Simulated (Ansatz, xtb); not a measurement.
**Ranking isomers of C3HBr2NO**

3 gas-phase structures of C3HBr2NO, from a drawn sample of its isomers (lower ones may exist). Each was relaxed with GFN2-xTB:

A. `Brc1coc(Br)n1`, a singlet
B. `Brc1cnc(Br)o1`, a singlet
C. `Brc1ncoc1Br`, a singlet

Q: Make a reasoned guess at their ranking by r2SCAN-D4/def2-SVP single-point energy.

A: Calculated order at r2SCAN-D4/def2-SVP: A (0.0), C (0.2), B (4.9) kJ/mol. Less than 1 kcal/mol parts A and C, so the order within that pair means little.

Energies above the lowest of each column, in kJ/mol; the last columns are at B3LYP-D3(BJ)/def2-SVP geometries:

```tsv
structure	GFN2-xTB	HF/STO-3G	r2SCAN-D4/def2-SVP	B3LYP-D3(BJ)/def2-SVP	CCSD(T)/def2-SVP + ΔMP2/def2-TZVPP
A	0.0	0.1	0.0	1.0	1.1
C	7.7	4.4	0.2	0.0	0.0
B	3.6	0.0	4.9	5.7	4.8
```

CCSD(T)/def2-SVP + ΔMP2/def2-TZVPP puts C lowest, with A within 1 kcal/mol; HF/STO-3G picks B. CCSD(T)/def2-SVP + ΔMP2/def2-TZVPP orders those it was run on as C (0.0), A (1.1), B (4.8) kJ/mol. Less than 1 kcal/mol parts C and A; A and B, so the order within those pairs means little. ΔMP2 is the change of the MP2 energy from the smaller to the larger basis.

Programs: Ansatz 0.2.0, xtb 6.7.1.
